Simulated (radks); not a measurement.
Q: Radial electron density D(r) = 4 pi r^2 rho(r) of an atom or ion with 1 electrons. All-electron calculation, scalar-relativistic Kohn-Sham, LDA (Slater exchange, Perdew-Zunger correlation), spin-polarised, spherical densities, point nucleus. Program: a radial shooting solver on a logarithmic mesh with Libxc functionals.

r (bohr),D(r) (e/bohr)
0.0932,0.02738
0.1002,0.03118
0.1085,0.03598
0.1166,0.04088
0.1263,0.04704
0.1357,0.05330
0.1471,0.06114
0.1593,0.07000
0.1712,0.07892
0.1855,0.08999
0.1993,0.1011
0.2159,0.1147
0.232,0.1282
0.2513,0.1447
0.2723,0.1627
0.2926,0.1804
0.317,0.2015
0.3406,0.2219
0.369,0.2458
0.3965,0.2686
0.4296,0.2948
0.4653,0.3219
0.5001,0.3466
0.5417,0.3741
0.5822,0.3983
0.6307,0.4241
0.6778,0.4457
0.7342,0.4673
0.7954,0.4855
0.8547,0.4983
0.9259,0.5078
0.995,0.5117
1.078,0.5102
1.158,0.5033
1.255,0.4892
1.359,0.4686
1.461,0.4448
1.583,0.4130
1.701,0.3803
1.842,0.3407
1.98,0.3031
2.145,0.2605
2.323,0.2185
2.497,0.1824
2.705,0.1453
2.907,0.1155
3.149,0.08670
3.384,0.06504
3.666,0.04562
3.971,0.03075
4.268,0.02079
4.623,0.01289
4.968,0.008040
5.382,0.004529
5.784,0.002577
6.265,0.001302

What is the nuclear charge?

A: Z = 1. The innermost maximum, from 1s, lies near gamma/Z bohr with gamma = sqrt(1 - (Z/c)^2) = 1.000, here 1 bohr (found: 1.02), and its height grows with Z. The density is that of neutral hydrogen in 1s1; the configuration itself is not fixed sharply by these data. D(r) has 1 maximum, at r = 1.02 bohr.
